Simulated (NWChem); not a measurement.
C₂H₂N₃, doublet; SMILES n1c[nH]n[c]1

```xyz
7

C      1.1514     0.0256     0.0000
N      0.5095    -1.1160     0.0000
N     -0.7855    -0.6579     0.0000
C     -0.8017     0.6938     0.0000
N      0.4425     1.1617     0.0000
H     -1.5542    -1.3148     0.0000
H     -1.7093     1.2828     0.0000
```
Atoms are numbered in this order, from 1.

Computed with NWChem. Spin-unrestricted. In the optimisation the excess spin sits in a' (Cs, its own frame). The geometry was optimised at B3LYP/6-31G* (spherical d), spin-unrestricted. No stability test was run on the SCF state. B3LYP is NWChem's, with the RPA form of VWN correlation.

For level B3LYP/def2-SVP:

* **highest occupied level (eV)**: -7.53
* **lowest empty minus highest occupied level, either spin (eV)**: 4.57

Q: What are these values for level TPSS/def2-SVP?

A: 
| Quantity | Value |
|---|---|
| highest occupied level (eV) | -6.47 |
| lowest empty minus highest occupied level, either spin (eV) | 2.95 |
